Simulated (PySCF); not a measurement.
**Levels of Au⁴²⁺ from EOM-EA-GCCSD**

Reference: closed-shell Au⁴³⁺, [Kr]; one electron is added. Calculated with PySCF 2.14, two-component X2C-1e with screened spin-orbit coupling, an even-tempered Gaussian basis (18 s from 2.3 bohr⁻², ratio 2.6; 16 p from 3 bohr⁻², ratio 2.6; 11 d from 3 bohr⁻², ratio 2.6; 5 f from 3.1 bohr⁻², ratio 2.8); frozen [Ar] 3d10; the 114 highest virtual spinors dropped; of the others 74 kept and the rest restored at second order. No Breit or QED terms. Binding energies in eV.

| level | Koopmans | second order | EOM-CCSD |
| --- | --- | --- | --- |
| 4d3/2 | 2026.5 | 2028.3 | 2028.2 |
| 4d5/2 | 1998.6 | 2000.2 | 2000.1 |

For comparison, the ionisation energy of Au⁴²⁺ is 2026 ± 4 eV (theoretical estimate listed by NIST; NIST Atomic Spectra Database, ionization energies).
